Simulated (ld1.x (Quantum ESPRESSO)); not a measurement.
# Configuration tests for oxygen (ultrasoft)

ld1.x (Quantum ESPRESSO) 7.5 input, shortened:

```
&input
   title='O', zed=8., rel=1, dft='PZ', iswitch=3,
   config='[He] 2s2 2p4 3d-2'
 /
 &inputp
   pseudotype=3, tm=.true., lloc=-2, rcloc=1.20,
   nlcc=.true., new_core_ps=.true.
 /
6
2S  1  0   2.00   0.00  0.75  1.05  0.0
2S  1  0   0.00   0.35  0.75  1.05  0.0
2P  2  1   4.00   0.00  1.90  2.30  0.0
2P  2  1   0.00   4.70  1.90  2.30  0.0
3D  3  2  -2.00  -0.15  1.85  2.15  0.0
3D  3  2  -2.00   0.20  1.85  2.15  0.0
 &test
   configts(1)='2s2 2p4'
 /
```

Energies are relative to the spin-unpolarised reference configuration 2s2 2p4; without spin polarisation the order of configurations can differ from experiment. Spin-polarised rows fill each open shell by Hund’s rule, majority spin first.

```json
{"valence configuration": "2s2 2p2", "charge": "+2", "ΔE all-electron (eV)": "50.292", "error AE − PS (meV)": "-587"}
{"valence configuration": "2s2 2p1", "charge": "+3", "ΔE all-electron (eV)": "104.255", "error AE − PS (meV)": "+597"}
{"valence configuration": "2s1 2p5", "charge": "0", "ΔE all-electron (eV)": "14.584", "error AE − PS (meV)": "+0.6"}
{"valence configuration": "2s2 2p4.3", "charge": "-0.3", "ΔE all-electron (eV)": "-2.174", "error AE − PS (meV)": "-27"}
{"valence configuration": "2s2 2p3.5", "charge": "+0.5", "ΔE all-electron (eV)": "6.366", "error AE − PS (meV)": "-80"}
{"valence configuration": "2s0 2p6", "charge": "0", "ΔE all-electron (eV)": "29.228", "error AE − PS (meV)": "+1.4"}
{"valence configuration": "2s2 2p4 (spin-polarised)", "charge": "0", "ΔE all-electron (eV)": "-1.409", "error AE − PS (meV)": "-32"}
{"valence configuration": "2s2 2p3 (spin-polarised)", "charge": "+1", "ΔE all-electron (eV)": "12.572", "error AE − PS (meV)": "-539"}
```

(1) What are ΔE and the potential's error for 2s2 2p3?

A Bessel basis up to 400 Ry misses an occupied level by 0.71 Ry, so cutoffs and ghosts were not judged.

Answers

(1) ΔE = 16.584 eV all-electron; the error (AE − PS) is -288 meV.
